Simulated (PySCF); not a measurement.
These 2 structures share the formula C5H5OP. Method: PySCF 2.14.0, PBE/6-31+G* geometry optimisation, gas phase. One conformer each; no zero-point energy, no entropy. No frequencies were run at this level. Point groups hold within 0.08 Å.

**Question.** Order them by energy at this level, lowest first, and give relative energies in kJ/mol.
A. `[OH:1][c:2]1[cH:3][cH:4][p:5][cH:6][cH:7]1` with H–O1–C2–C3 0°
B. `[OH:1][c:2]1[cH:3][cH:4][cH:5][p:6][cH:7]1` with H–O1–C2–C3 0°

**Answer.** A (0.0), B (0.9).

Neighbours under 10 kJ/mol apart (Oc1ccpcc1 and Oc1cccpc1) can change places with a better method, another conformer or zero-point energy.

| SMILES | E (Eh) | E rel (kJ/mol) | dipole (D) | point group | A, B, C (MHz) |
| --- | --- | --- | --- | --- | --- |
| Oc1ccpcc1 | -609.60407 | 0.0 | 2.45 | Cs | 5011, 1764, 1305 |
| Oc1cccpc1 | -609.60373 | 0.9 | 2.99 | Cs | 4017, 2025, 1346 |
